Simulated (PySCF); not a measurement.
The dipole of `CC(C)C1=[O+][BH2-]OC=C1` from its density and from atomic charges.

Coordinates (PBE0-D3(BJ)/def2-SVP, Å) and charges (e) from the PBE0/pcSseg-1 density (PySCF):

```csv
atom,x,y,z,Mulliken,IAO,Hirshfeld,ESP-fitted
C1,-1.868,1.111,0.662,-0.2279,-0.4088,-0.1084,-0.5219
C2,-1.228,-0.227,0.303,-0.3527,-0.1197,-0.0202,+0.2543
C3,-1.807,-0.815,-0.986,-0.2180,-0.4045,-0.1082,-0.4911
C4,0.270,-0.127,0.193,+0.3300,+0.3597,+0.1712,+0.7172
O5,0.937,-1.048,0.765,-0.4325,-0.3050,-0.1033,-0.4763
B6,2.460,-0.913,0.885,+0.3488,+0.0428,+0.0434,+0.3970
O7,2.942,-0.308,-0.431,-0.4173,-0.3056,-0.1131,-0.4134
C8,2.222,0.597,-0.957,+0.3034,+0.2095,+0.1190,+0.5404
C9,0.908,0.855,-0.586,-0.2904,-0.3498,-0.1152,-0.8087
H10,-2.946,0.974,0.832,+0.1293,+0.1471,+0.0488,+0.1549
H11,-1.754,1.848,-0.147,+0.1158,+0.1333,+0.0409,+0.1375
H12,-1.432,1.538,1.577,+0.1352,+0.1486,+0.0462,+0.1234
H13,-1.404,-0.944,1.120,+0.1487,+0.1575,+0.0476,+0.0126
H14,-2.891,-0.967,-0.876,+0.1286,+0.1454,+0.0484,+0.1445
H15,-1.643,-0.139,-1.840,+0.1155,+0.1367,+0.0385,+0.1130
H16,-1.348,-1.786,-1.224,+0.1362,+0.1495,+0.0466,+0.1337
H17,2.685,-0.101,1.774,-0.1008,-0.0455,-0.1094,-0.1818
H18,2.940,-2.016,1.018,-0.0816,-0.0142,-0.0942,-0.1326
H19,2.685,1.145,-1.792,+0.1230,+0.1622,+0.0710,+0.0577
H20,0.340,1.639,-1.083,+0.1066,+0.1611,+0.0506,+0.2397
```

Task: Compute μ = Σ q r for each scheme (1 e·Å = 4.803 D) and compare with the dipole of the full density.

Result: The full density gives (-3.83, 2.42, -2.55) D, 5.20 D in size; dipole vectors point from the negative to the positive end.

| scheme | μx | μy | μz | size (D) | share of the full size (%) | angle to the full dipole (°) |
| --- | --- | --- | --- | --- | --- | --- |
| Mulliken | -4.32 | 3.23 | -2.69 | 6.03 | 116 | 5 |
| IAO | -3.91 | 2.80 | -2.43 | 5.39 | 104 | 4 |
| Hirshfeld | -3.23 | 1.95 | -2.20 | 4.36 | 84 | 1 |
| ESP-fitted | -3.81 | 2.40 | -2.52 | 5.16 | 99 | 0 |

Task: Which set comes closest?

Result: Length of the difference vector: ESP-fitted 0.04 D, IAO 0.40 D, Hirshfeld 0.84 D, Mulliken 0.96 D. Closest: ESP-fitted. ESP charges are fitted to the potential around the molecule, whose slowest-falling term is the dipole's. 

Task: What is left for the Hirshfeld atoms' own dipoles?

Result: The Hirshfeld atoms' densities add up to the full density, so μ = Σ q r + Σ (atomic dipoles). The atomic dipoles sum to (-3.83, 2.42, -2.55) − (-3.23, 1.95, -2.20) = (-0.60, 0.47, -0.35) D, 0.84 D in size.

Task: With the origin at the mean of the coordinates, (0.003, 0.016, -0.040) Å, which are the largest single terms, by size, of the Hirshfeld dipole along the direction of the full one?

Result: H18 +1.64, H17 +1.53, O7 +1.15, C1 -0.80, O5 +0.78 D; all 20 atoms together +4.36 D. The single terms depend on the origin, their sum doesn't.

Task: Give the size of the full dipole in other units.

Result: 5.20 D = 2.046 au = 1.082 e·Å = 17.34 × 10⁻³⁰ C·m.

Geometry: PBE0-D3(BJ)/def2-SVP, one conformer, isolated molecule.

Shape of the structure used: `[CH3:1][CH:2]([CH3:3])[C:4]1=[O+:5][BH2-:6][O:7][CH:8]=[CH:9]1`: C1–C2–C4–O5 134°.
